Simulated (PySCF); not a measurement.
Compound: ethylcyclopentane, C₇H₁₄.
Atom-mapped SMILES: `[CH3:1][CH2:2][CH:3]1[CH2:4][CH2:5][CH2:6][CH2:7]1` (hydrogens: H8, H9, H10 on C1; H11, H12 on C2; H13 on C3; H14, H15 on C4; H16, H17 on C5; H18, H19 on C6; H20, H21 on C7)

The same species was optimised twice, with GFN2-xTB and with PBE0-D3(BJ)/def2-SVP (PySCF), and the same property calculations (PySCF, gas phase) were run on both structures.

```json
{"coordinate": "C5–C6 (Å)", "GFN2-xTB": "1.527", "PBE0-D3(BJ)/def2-SVP": "1.547", "change": "+0.020"}
{"coordinate": "C3–C4 (Å)", "GFN2-xTB": "1.544", "PBE0-D3(BJ)/def2-SVP": "1.532", "change": "-0.012"}
{"coordinate": "C6–C7 (Å)", "GFN2-xTB": "1.524", "PBE0-D3(BJ)/def2-SVP": "1.530", "change": "+0.006"}
{"coordinate": "C3–C7 (Å)", "GFN2-xTB": "1.534", "PBE0-D3(BJ)/def2-SVP": "1.528", "change": "-0.006"}
{"coordinate": "C2–C3 (Å)", "GFN2-xTB": "1.527", "PBE0-D3(BJ)/def2-SVP": "1.522", "change": "-0.005"}
{"coordinate": "C1–C2 (Å)", "GFN2-xTB": "1.524", "PBE0-D3(BJ)/def2-SVP": "1.521", "change": "-0.003"}
{"coordinate": "C4–C5 (Å)", "GFN2-xTB": "1.536", "PBE0-D3(BJ)/def2-SVP": "1.539", "change": "+0.003"}
{"coordinate": "C5–C6–C7 (°)", "GFN2-xTB": "102.6", "PBE0-D3(BJ)/def2-SVP": "105.3", "change": "+2.7"}
{"coordinate": "C4–C3–C7 (°)", "GFN2-xTB": "104.8", "PBE0-D3(BJ)/def2-SVP": "102.1", "change": "-2.7"}
{"coordinate": "C2–C3–C4 (°)", "GFN2-xTB": "113.5", "PBE0-D3(BJ)/def2-SVP": "115.4", "change": "+1.9"}
{"coordinate": "C2–C3–C7 (°)", "GFN2-xTB": "112.7", "PBE0-D3(BJ)/def2-SVP": "114.6", "change": "+1.9"}
{"coordinate": "C1–C2–C3 (°)", "GFN2-xTB": "112.3", "PBE0-D3(BJ)/def2-SVP": "114.2", "change": "+1.9"}
{"coordinate": "C4–C5–C6 (°)", "GFN2-xTB": "104.7", "PBE0-D3(BJ)/def2-SVP": "105.9", "change": "+1.2"}
{"coordinate": "C3–C4–C5 (°)", "GFN2-xTB": "106.5", "PBE0-D3(BJ)/def2-SVP": "105.4", "change": "-1.1"}
{"coordinate": "C3–C7–C6 (°)", "GFN2-xTB": "103.7", "PBE0-D3(BJ)/def2-SVP": "104.3", "change": "+0.6"}
{"coordinate": "C1–C2–C3–C4 (°)", "GFN2-xTB": "69", "PBE0-D3(BJ)/def2-SVP": "63", "change": "-6"}
```

Rotational constants: A = 5464, B = 1684, C = 1415 MHz (GFN2-xTB) against A = 5442, B = 1662, C = 1380 MHz (PBE0-D3(BJ)/def2-SVP). Some torsions differ by more than 30° (C3–C4–C5–C6 17° against -18°), so the changes below aren't those of bond lengths and angles alone. Point groups within 0.08 Å: C1 and C1. Atoms that the bonding makes alike are paired by their places after alignment.

On the GFN2-xTB structure: HOMO (eV) -8.65 [PBE0/pcSseg-1]; LUMO (eV) 1.39 [PBE0/pcSseg-1]; dipole (D) 0.06 [PBE0/pcSseg-1]; GIAO shielding of C1 (ppm) 170.4 [PBE0/pcSseg-1]; GIAO shielding of C2 (ppm) 151.9 [PBE0/pcSseg-1]; GIAO shielding of C3 (ppm) 142.0 [PBE0/pcSseg-1]; GIAO shielding of C4/C7 (mean) (ppm) 151.1 [PBE0/pcSseg-1]; GIAO shielding of C5/C6 (mean) (ppm) 156.6 [PBE0/pcSseg-1].

Problem. What do these properties become on the PBE0-D3(BJ)/def2-SVP structure?

Solution. 
```
                                    property          level  on GFN2-xTB  on PBE0-D3(BJ)/def2-SVP  change
                                   HOMO (eV)  PBE0/pcSseg-1        -8.65                    -8.63   +0.02
                                   LUMO (eV)  PBE0/pcSseg-1         1.39                     1.37   -0.02
                                  dipole (D)  PBE0/pcSseg-1         0.06                     0.06    0.00
energy, GFN2-xTB geometry as zero (kcal/mol)  PBE0/pcSseg-1          0.0                     -0.7    -0.7
                  GIAO shielding of C1 (ppm)  PBE0/pcSseg-1        170.4                    168.9    -1.5
                  GIAO shielding of C2 (ppm)  PBE0/pcSseg-1        151.9                    153.5    +1.6
                  GIAO shielding of C3 (ppm)  PBE0/pcSseg-1        142.0                    139.1    -2.9
        GIAO shielding of C4/C7 (mean) (ppm)  PBE0/pcSseg-1        151.1                    148.8    -2.3
        GIAO shielding of C5/C6 (mean) (ppm)  PBE0/pcSseg-1        156.6                    158.8    +2.2
```

The heavy atoms differ by 0.181 Å rms after alignment (one structure mirrored). Among bonds between heavy atoms C5–C6 changes most (+0.020 Å). Changes are differences of the printed values. Neither structure is proved a minimum here.
